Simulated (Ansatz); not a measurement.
Relaxation of CH$_{3}$ClOSi (7 atoms, charge 0, multiplicity 1), to a largest force component of 0.015 eV/Å in at most 40 steps.

Computed with RKS B3LYP-D4/cc-pVDZ (Ansatz).

```xyz
7
Properties=species:S:1:pos:R:3:forces:R:3
O -0.834 1.556 -0.049 0.41 0.32 0.93
C 0.160 0.722 0.443 -0.30 0.89 -0.29
Si 1.447 1.172 1.562 -0.90 -0.55 -1.53
Cl 1.382 2.897 2.603 -0.10 1.09 0.68
H -1.232 1.160 -0.830 0.04 -0.22 -0.15
H 0.208 -0.177 -0.151 0.52 -0.88 0.08
H 2.406 0.239 2.096 0.33 -0.65 0.27
```

Task: Where does it end, and by what steps?

Result: The run converged. After 10 steps the energy has fallen by 0.213 eV; Si3 moved furthest, 0.27 Å.

```tsv
step	energy less start (eV)	largest force component (eV/Å)	accepted
0	0.0000	1.527	yes
1	-0.1221	0.924	yes
2	-0.1586	0.698	yes
3	-0.1801	0.815	yes
4	-0.1785	1.351	no
5	-0.2061	0.158	yes
6	-0.2106	0.130	yes
7	-0.2125	0.063	yes
8	-0.2129	0.031	yes
9	-0.2130	0.016	yes
10	-0.2131	0.006	yes
```

```xyz
7
Properties=species:S:1:pos:R:3
O -0.846 1.521 0.045
C 0.185 0.742 0.428
Si 1.602 1.271 1.362
Cl 1.323 2.931 2.619
H -1.239 1.178 -0.773
H 0.314 -0.205 -0.124
H 2.197 0.131 2.118
```

Time of the run: 36 s on 1 CPU thread of a shared host.
